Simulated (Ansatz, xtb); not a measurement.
# C3H5NSeSi: 4 structures ranked

4 gas-phase structures of C3H5NSeSi, from a drawn sample of its isomers (lower ones may exist). Each was relaxed with GFN2-xTB; where two conformers were screened, the lower at r2SCAN-D4/def2-SVP is listed:

A. `[SiH3]c1c[se]cn1`, a singlet
B. `[SiH3]c1cn[se]c1`, a singlet
C. `C=C[SiH2][Se]C#N`, a singlet
D. `N#C[C@@H]1C[Se][SiH2]1`, a singlet

Make a reasoned guess at their ranking by r2SCAN-D4/def2-SVP single-point energy.

Calculated order at r2SCAN-D4/def2-SVP: D (0.0), A (23.4), B (39.0), C (54.8) kJ/mol.

Energies above the lowest of each column, in kJ/mol; the last columns are at B3LYP-D3(BJ)/def2-SVP geometries:

| structure | GFN2-xTB | HF/STO-3G | r2SCAN-D4/def2-SVP | B3LYP-D3(BJ)/def2-SVP | CCSD(T)/def2-SVP + ΔMP2/def2-TZVPP |
| --- | --- | --- | --- | --- | --- |
| D | 11.7 | 0.0 | 0.0 | 0.0 | 0.0 |
| A | 2.1 | 113.1 | 23.4 | 34.0 | 52.7 |
| B | 0.0 | 124.6 | 39.0 | 49.6 | 58.2 |
| C | 96.4 | 96.9 | 54.8 | 44.8 | 42.8 |

CCSD(T)/def2-SVP + ΔMP2/def2-TZVPP puts D lowest; GFN2-xTB picks B. CCSD(T)/def2-SVP + ΔMP2/def2-TZVPP orders those it was run on as D (0.0), C (42.8), A (52.7), B (58.2) kJ/mol. Flexible structures stand in one conformer each, not always the lowest. The ΔMP2 step shifts differences by up to 16.5 kJ/mol, which makes them less sure. ΔMP2 is the change of the MP2 energy from the smaller to the larger basis.

Over these structures GFN2-xTB departs from r2SCAN-D4/def2-SVP by 28.4 kJ/mol on average once a common shift is removed. A GFN2-xTB relaxation took about 0.15 s and the r2SCAN-D4/def2-SVP energy about 1.9 s on a shared host (Ansatz 0.2.0, xtb 6.7.1).
